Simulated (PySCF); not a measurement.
H9NO3Si3.
Geometry (GFN2-xTB, Å), atoms numbered from 1 in this order:
```
atom  x, y, z in Å
N1    -1.4703    1.2389    0.6851
Si2   -1.6012   -0.0911   -0.4022
O3    -3.1439   -0.5682   -0.5062
O4    -0.6859   -1.2822    0.2258
Si5    0.7479   -1.6725    0.8419
O6     1.8083   -0.4580    0.6586
Si7    2.3550    0.9007   -0.0196
H8    -0.5512    1.4798    1.0176
H9    -1.9978    2.0744    0.4923
H10   -1.2413    0.0859   -1.8001
H11   -3.6110   -0.8748    0.2670
H12    0.6034   -1.8400    2.2805
H13    1.2384   -2.8039    0.0696
H14    3.8087    0.7859    0.0605
H15    1.8757    1.0092   -1.3975
H16    1.8576    2.0248    0.7827
```

Method: TDDFT CAM-B3LYP/def2-SVPD, vertical, gas phase, core orbitals frozen in the response (PySCF). The geometry optimisation had not met its thresholds, so the values belong to a structure short of the stationary point.

Q: List the vertical singlet excitations with oscillator strengths and describe the spectrum.

A: 

```json
{"state": "S1", "E (eV)": "6.98", "λ (nm)": "177.5", "f": "0.048", "|μ| (D)": "1.34", "main configurations (H = HOMO, L = LUMO)": "H→L (61%), H→L+3 (18%), H→L+1 (13%)"}
{"state": "S2", "E (eV)": "7.44", "λ (nm)": "166.7", "f": "0.0079", "|μ| (D)": "0.53", "main configurations (H = HOMO, L = LUMO)": "H-1→L (65%), H-1→L+1 (14%), H-3→L (8%)"}
{"state": "S3", "E (eV)": "7.76", "λ (nm)": "159.8", "f": "0.0014", "|μ| (D)": "0.22", "main configurations (H = HOMO, L = LUMO)": "H→L+1 (48%), H-2→L (12%), H→L (11%)"}
{"state": "S4", "E (eV)": "7.84", "λ (nm)": "158.1", "f": "0.0077", "|μ| (D)": "0.51", "main configurations (H = HOMO, L = LUMO)": "H-2→L (52%), H-2→L+1 (18%), H→L+1 (9%)"}
{"state": "S5", "E (eV)": "8.06", "λ (nm)": "153.9", "f": "0.034", "|μ| (D)": "1.05", "main configurations (H = HOMO, L = LUMO)": "H-1→L+1 (21%), H-1→L+5 (16%), H-1→L+3 (12%)"}
{"state": "S6", "E (eV)": "8.17", "λ (nm)": "151.8", "f": "0.0050", "|μ| (D)": "0.40", "main configurations (H = HOMO, L = LUMO)": "H→L+3 (31%), H→L (16%), H→L+5 (15%)"}
{"state": "S7", "E (eV)": "8.27", "λ (nm)": "149.8", "f": "0.0049", "|μ| (D)": "0.40", "main configurations (H = HOMO, L = LUMO)": "H-1→L+5 (28%), H-3→L (21%), H-3→L+1 (10%)"}
{"state": "S8", "E (eV)": "8.36", "λ (nm)": "148.3", "f": "0.011", "|μ| (D)": "0.59", "main configurations (H = HOMO, L = LUMO)": "H→L+5 (27%), H→L+2 (16%), H→L+3 (10%)"}
```

Triplets (Tamm–Dancoff): T1 6.61 eV, H→L (52%), H→L+3 (23%), H→L+1 (11%); T2 7.11 eV, H-1→L (55%), H-1→L+1 (14%), H-3→L (12%); T3 7.39 eV, H-2→L (53%), H-2→L+1 (21%).

The lowest singlet comes at 178 nm (674 kJ/mol) in the vacuum ultraviolet; it is of moderate strength; its leading configuration is HOMO→LUMO (61%). The lowest level is also the most intense of those listed (f = 0.048). Löwdin shares by element: HOMO nitrogen 66%, hydrogen 13% or more, silicon 12% or more; LUMO silicon 49%, hydrogen 7% or more (atoms not listed hold the other 44%). Of the 8 states listed, 3 reach f = 0.01 and none stays under 0.0005. The listed states span 1.38 eV, and the widest gap between neighbours is 0.46 eV (S1 to S2). Orbital energies (eV): HOMO-3 -10.75, HOMO-2 -10.51, HOMO-1 -9.89, HOMO -9.35, LUMO 0.75, LUMO+1 1.05, LUMO+2 1.30. The window holds the lowest 8 singlets.

One conformer stands for the species.
